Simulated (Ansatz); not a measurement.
Species: MnBr, charge 0, multiplicity 7. The spin state was set by rule; other spins were not relaxed. 
Geometry from a B3LYP-D3(BJ)/def2-TZVP (Ansatz, an electronic-structure program) optimisation:
```
Mn
Br 1 2.4108
```
Charge 0, spin multiplicity 7.

Dipole moments at this geometry, in debye (magnitudes).

```
level               program  dipole (D)
------------------  -------  ----------
SVWN5/def2-TZVPD     Ansatz        2.42
PBE/def2-TZVPD       Ansatz        2.46
revPBE/def2-TZVPD    Ansatz  (withheld)
r2SCAN/def2-TZVPD    Ansatz        2.92
B97M-V/def2-TZVPD    Ansatz        3.15
r2SCAN0/def2-TZVPD   Ansatz        3.31
HSE06/def2-TZVPD     Ansatz        3.08
wB97M-V/def2-TZVPD   Ansatz        3.09
CCSD(T)/def2-SVPD    Ansatz  (withheld)
```

Task: Complete the blanks.

Result: 
- revPBE/def2-TZVPD, dipole (D): 2.47
- CCSD(T)/def2-SVPD, dipole (D): 3.26
